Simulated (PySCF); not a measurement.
H$_{3}$BrSiZn, singlet, geometry from GFN2-xTB (such geometries of metal compounds can be far from the true shape), with bond 6-3 at 2.4 times its length; CASSCF(2,2)/STO-3G (PySCF).

PySCF was given this input:
```python
from pyscf import gto, scf, mcscf
import numpy

mol = gto.Mole()
mol.atom = '''
    Zn   -0.312139   -0.184118    0.334379
    Br    1.263598    0.549048   -1.255483
    Si   -1.983547   -0.782105    1.930924
    H    -2.745793   -1.956104    1.508965
    H    -2.941992    0.304535    2.131665
    H    -0.593385   -1.526107    5.065408
'''
mol.basis = 'sto-3g'
mol.charge = 0
mol.spin = 0
mol.verbose = 4
mol.build()

mf = scf.RHF(mol)
mf.kernel()
mc = mcscf.CASSCF(mf, 2, 2)
mc.fix_spin_(ss=0.0)
mc.kernel()
occ = numpy.linalg.eigvalsh(mc.fcisolver.make_rdm1(mc.ci, mc.ncas, mc.nelecas))[::-1]
ss = mc.fcisolver.spin_square(mc.ci, mc.ncas, mc.nelecas)[0]
print('natural occupations', occ.round(4), ' <S^2>', round(ss, 4))
```

What the program printed (banner, timings and long lists left out):

```
PySCF version 2.14.0

[INPUT] verbose = 4
[INPUT] num. atoms = 6
[INPUT] num. electrons = 82
[INPUT] charge = 0
[INPUT] spin (= nelec alpha-beta = 2S) = 0
[INPUT] symmetry False subgroup None
[INPUT] Mole.unit = angstrom
[INPUT] Symbol           X                Y                Z      unit          X                Y                Z       unit  Magmom
[...]
nuclear repulsion = 418.960321945777
number of shells = 24
number of NR pGTOs = 144
number of NR cGTOs = 48
basis = sto-3g
ecp = {}

******** <class 'pyscf.scf.hf.RHF'> ********
method = RHF
initial guess = minao
damping factor = 0
level_shift factor = 0
DIIS = <class 'pyscf.scf.diis.CDIIS'>
diis_start_cycle = 1
diis_space = 8
diis_damp = 0
SCF conv_tol = 1e-09
SCF conv_tol_grad = None
SCF max_cycles = 50
direct_scf = True
direct_scf_tol = 1e-13
Set gradient conv threshold to 3.16228e-05
Initial guess from minao.
init E= -4582.59476277184
[...]
cycle= 1 E= -4587.98285397181  delta_E= -5.39  |g|= 0.739  |ddm|= 2.88
[...]
cycle= 2 E= -4556.48669590299  delta_E= 31.5  |g|= 6.47  |ddm|= 8.95

WARN: HOMO 0.214138331393898 == LUMO 0.214595068518697

cycle= 3 E= -4587.25836285825  delta_E= -30.8  |g|= 2.04  |ddm|= 8.09
[...]
cycle= 4 E= -4587.26027815361  delta_E= -0.00192  |g|=    2  |ddm|= 0.219
[...]
cycle= 5 E= -4587.30082263738  delta_E= -0.0405  |g|= 1.97  |ddm|= 0.0586
[...]
cycle= 6 E= -4587.76155764697  delta_E= -0.461  |g|= 1.64  |ddm|= 0.74
[...]
cycle= 7 E= -4588.17554085327  delta_E= -0.414  |g|= 1.22  |ddm|= 0.987
[...]
cycle= 8 E= -4588.57366010133  delta_E= -0.398  |g|= 0.608  |ddm|=  1.4
[...]
cycle= 9 E= -4588.80856522598  delta_E= -0.235  |g|= 0.291  |ddm|= 1.45
[...]
cycle= 10 E= -4588.61758623914  delta_E= 0.191  |g|= 0.382  |ddm|= 2.83
[...]
cycle= 11 E= -4588.86625617911  delta_E= -0.249  |g|= 0.162  |ddm|= 2.59
[...]
cycle= 12 E= -4588.90080309415  delta_E= -0.0345  |g|= 0.0573  |ddm|= 0.683
[...]
cycle= 13 E= -4588.90741110691  delta_E= -0.00661  |g|= 0.0394  |ddm|= 0.498
[...]
cycle= 14 E= -4588.90917317875  delta_E= -0.00176  |g|= 0.031  |ddm|= 0.144
[...]
cycle= 15 E= -4588.91104899071  delta_E= -0.00188  |g|= 0.0251  |ddm|= 0.235
[...]
cycle= 16 E= -4588.91207036116  delta_E= -0.00102  |g|= 0.0197  |ddm|= 0.103
[...]
cycle= 17 E= -4588.91338987115  delta_E= -0.00132  |g|= 0.0159  |ddm|= 0.157
[...]
cycle= 18 E= -4588.91447212115  delta_E= -0.00108  |g|= 0.0149  |ddm|= 0.129
[...]
cycle= 19 E= -4588.91521690549  delta_E= -0.000745  |g|= 0.0137  |ddm|= 0.0894
[...]
cycle= 20 E= -4588.91680447952  delta_E= -0.00159  |g|= 0.00997  |ddm|= 0.214
[...]
cycle= 21 E= -4588.91780314109  delta_E= -0.000999  |g|= 0.00883  |ddm|= 0.222
[...]
cycle= 22 E= -4588.91783277601  delta_E= -2.96e-05  |g|= 0.006  |ddm|= 0.0169
[...]
cycle= 23 E= -4588.91819185541  delta_E= -0.000359  |g|= 0.00689  |ddm|= 0.198
[...]
cycle= 24 E= -4588.91822818941  delta_E= -3.63e-05  |g|= 0.0052  |ddm|= 0.0231
[...]
cycle= 25 E= -4588.91829326491  delta_E= -6.51e-05  |g|= 0.00226  |ddm|= 0.0459
[...]
cycle= 26 E= -4588.91832315203  delta_E= -2.99e-05  |g|= 0.00221  |ddm|= 0.0411
[...]
cycle= 27 E= -4588.91833132518  delta_E= -8.17e-06  |g|= 0.00206  |ddm|= 0.0213
[...]
cycle= 28 E= -4588.91834540925  delta_E= -1.41e-05  |g|= 0.00137  |ddm|= 0.0336
[...]
cycle= 29 E= -4588.91835211656  delta_E= -6.71e-06  |g|= 0.000984  |ddm|= 0.0162
[...]
cycle= 30 E= -4588.91835517791  delta_E= -3.06e-06  |g|= 0.000937  |ddm|= 0.00917
[...]
cycle= 31 E= -4588.91835777156  delta_E= -2.59e-06  |g|= 0.000892  |ddm|= 0.00822
[...]
cycle= 32 E= -4588.91835931219  delta_E= -1.54e-06  |g|= 0.000886  |ddm|= 0.0033
[...]
cycle= 33 E= -4588.91836218213  delta_E= -2.87e-06  |g|= 0.000877  |ddm|= 0.00476
[...]
cycle= 34 E= -4588.91837231215  delta_E= -1.01e-05  |g|= 0.00085  |ddm|= 0.0173
[...]
cycle= 35 E= -4588.91839352877  delta_E= -2.12e-05  |g|= 0.000793  |ddm|= 0.0388
[...]
cycle= 36 E= -4588.918417449  delta_E= -2.39e-05  |g|= 0.000754  |ddm|= 0.0496
[...]
[...]
[...]
cycle= 39 E= -4588.91848072345  delta_E= -1.93e-05  |g|= 0.000459  |ddm|= 0.069
[...]
cycle= 40 E= -4588.91849187993  delta_E= -1.12e-05  |g|= 0.000375  |ddm|= 0.0585
[...]
cycle= 41 E= -4588.91849641438  delta_E= -4.53e-06  |g|= 0.000301  |ddm|= 0.0335
[...]
cycle= 42 E= -4588.91849780992  delta_E= -1.4e-06  |g|= 0.000311  |ddm|= 0.013
[...]
cycle= 43 E= -4588.91849915999  delta_E= -1.35e-06  |g|= 0.000271  |ddm|= 0.0166
[...]
cycle= 44 E= -4588.91849970242  delta_E= -5.42e-07  |g|= 0.000239  |ddm|= 0.00727
[...]
cycle= 45 E= -4588.91850006048  delta_E= -3.58e-07  |g|= 0.000205  |ddm|= 0.00465
[...]
cycle= 46 E= -4588.91850030691  delta_E= -2.46e-07  |g|= 0.000194  |ddm|= 0.00214
[...]
cycle= 47 E= -4588.91850111758  delta_E= -8.11e-07  |g|= 0.000171  |ddm|= 0.0103
[...]
cycle= 48 E= -4588.91850168068  delta_E= -5.63e-07  |g|= 0.000116  |ddm|= 0.011
[...]
cycle= 49 E= -4588.91850197441  delta_E= -2.94e-07  |g|= 8.68e-05  |ddm|= 0.00781
[...]
cycle= 50 E= -4588.91850205434  delta_E= -7.99e-08  |g|= 7.65e-05  |ddm|= 0.00207
SCF not converged.
SCF energy = -4588.91850205434

******** <class 'pyscf.mcscf.mc1step.CASSCF'> ********
CAS (1e+1e, 2o), ncore = 40, nvir = 6
max_cycle_macro = 50
max_cycle_micro = 4
conv_tol = 1e-07
conv_tol_grad = None
orbital rotation max_stepsize = 0.02
orbital rotation threshold for CI restart = 0.01
augmented hessian ah_max_cycle = 30
augmented hessian ah_conv_tol = 1e-12
augmented hessian ah_linear dependence = 1e-14
augmented hessian ah_level shift = 1e-08
augmented hessian ah_start_tol = 2.5
augmented hessian ah_start_cycle = 3
augmented hessian ah_grad_trust_region = 3
kf_trust_region = 3
kf_interval = 4
ci_response_space = 4
ci_grad_trust_region = 3
with_dep4 0
natorb = False
canonicalization = True
sorting_mo_energy = False
ao2mo_level = 2
internal_rotation = False
******** <class 'pyscf.fci.addons.SpinPenaltyFCISolver'> ********
max. cycles = 50
conv_tol = 1e-08
davidson only = True
linear dependence = 1e-12
level shift = 0.001
max iter space = 12
nroots = 1
pspace_size = 400
spin = None
CASCI E = -4589.07180422327  S^2 = 0.0000000
Set conv_tol_grad to 0.000316228
macro iter   1 ( 21 JK    4 micro), CASSCF E = -4589.09334534459  dE = -2.15411213e-02  S^2 = 0.0000000
               |grad[o]|=0.103  |grad[c]|=0.00762  |ddm|=0.116  |maxRot[o]|=0.175
macro iter   2 ( 21 JK    4 micro), CASSCF E = -4589.10658311587  dE = -1.32377713e-02  S^2 = 0.0000000
               |grad[o]|=0.052  |grad[c]|=0.0464  |ddm|=0.0593  |maxRot[o]|=0.301
macro iter   3 ( 21 JK    4 micro), CASSCF E = -4589.14443981495  dE = -3.78566991e-02  S^2 = 0.0000000
               |grad[o]|=0.0821  |grad[c]|=0.00572  |ddm|=0.033  |maxRot[o]|=0.307
macro iter   4 ( 21 JK    4 micro), CASSCF E = -4589.19615033485  dE = -5.17105199e-02  S^2 = 0.0000000
               |grad[o]|=0.108  |grad[c]|=0.018  |ddm|=0.0143  |maxRot[o]|=0.307
macro iter   5 ( 21 JK    4 micro), CASSCF E = -4589.21734905508  dE = -2.11987202e-02  S^2 = 0.0000000
               |grad[o]|=0.0771  |grad[c]|=0.00334  |ddm|=0.00478  |maxRot[o]|=0.298
macro iter   6 ( 18 JK    4 micro), CASSCF E = -4589.21955530450  dE = -2.20624942e-03  S^2 = 0.0000000
               |grad[o]|=0.0297  |grad[c]|=0.00181  |ddm|=0.00342  |maxRot[o]|=0.206
macro iter   7 ( 23 JK    4 micro), CASSCF E = -4589.21962478188  dE = -6.94773789e-05  S^2 = 0.0000000
               |grad[o]|=0.00309  |grad[c]|=7.26e-06  |ddm|=0.000967  |maxRot[o]|=0.0491
macro iter   8 (  6 JK    2 micro), CASSCF E = -4589.21962486245  dE = -8.05694071e-08  S^2 = 0.0000000
               |grad[o]|=0.000175  |grad[c]|=9.25e-07  |ddm|=1.25e-05  |maxRot[o]|=0.000347
1-step CASSCF converged in   8 macro (152 JK  30 micro) steps
CASSCF canonicalization
Density matrix diagonal elements [0.99819933 1.00180067]
CASSCF energy = -4589.21962486245
CASCI E = -4589.21962486245  E(CI) = -1.12476113808862  S^2 = 0.0000000
natural occupations [1.0019 0.9981]  <S^2> 0.0
```

The run did not converge; its last values are not results.
